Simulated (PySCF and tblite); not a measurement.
The numbers below are computed, except where a source is named.
B2BrH8P3, numbered as in [PH2:1][B@@H-:2]1[PH2+:3][B@H-:4]([Br:5])[PH2+:6]1. Conformers came from 60 starts (ETKDG and KDG, UFF, GFN2-xTB); geometries are GFN2-xTB. Free energies are PBE0-D3(BJ)/pcSseg-1 single points with GFN2-xTB rigid-rotor and vibrational terms (modes under about 100 cm⁻¹ blended into free rotors). Symmetry numbers and mirror images are counted. Conformers within 2.5 kcal/mol (GFN2-xTB free energy) were kept, 4 at most. GIAO shieldings: PBE0/pcSseg-1. Shifts are against TMS (¹H), H3PO4 (³¹P), BF3·OEt2 (¹¹B) at the same level. Codes: tblite and PySCF.

Torsions listed: H1–P1–B2–P3. The 4-ring runs over atoms 2–3–4–6. Of a mirror pair one member is shown.

```
conformer                                                    shape  point group  mirror pair  ΔE(DFT)  Δ(G−E) at 350 K  δ P1 (ppm)
        1                                        4-ring flat; 157°           C1          yes     0.00             0.00      -223.5
        2  4-ring puckered (ring torsions 21, -21, 21, -21°); -86°           Cs           no     0.40            -0.07      -261.6
```

Energies in kcal/mol; the thermal term leaves out symmetry numbers and mirror images.

**Question.** Work out the weights at 350 K and the ³¹P shift of P1 under fast exchange.

**Answer.** RT = 0.696 kcal/mol. Each conformer gets RT ln(σ/g), with σ the rotational symmetry number and g = 2 for a mirror pair: 1: σ = 1, g = 2, G = 0.00 + 0.00 − 0.48 = -0.48, 0.00 above the lowest, exp(−ΔG/RT) = 1.000; 2: σ = 1, g = 1, G = 0.40 − 0.07 + 0.00 = 0.33, 0.81 above the lowest, exp(−ΔG/RT) = 0.311. The sum is 1.311, so the weights are 76.2, 23.8 %. The averaged shift is -232.6 ppm. At 298.15 K it is -231.8 ppm. At 298.15 K the leading conformer alone gives -223.5 ppm and bare DFT energies give -236.4 ppm.

Spin–orbit effects of the heavy atoms on shieldings are missing. GFN2-xTB leaves a saturated small ring flat here that puckers in reality.


Conformer gaps in pcSseg-1 on xTB geometries can be 2 kcal/mol off for S=O, P=O and other polar bonds.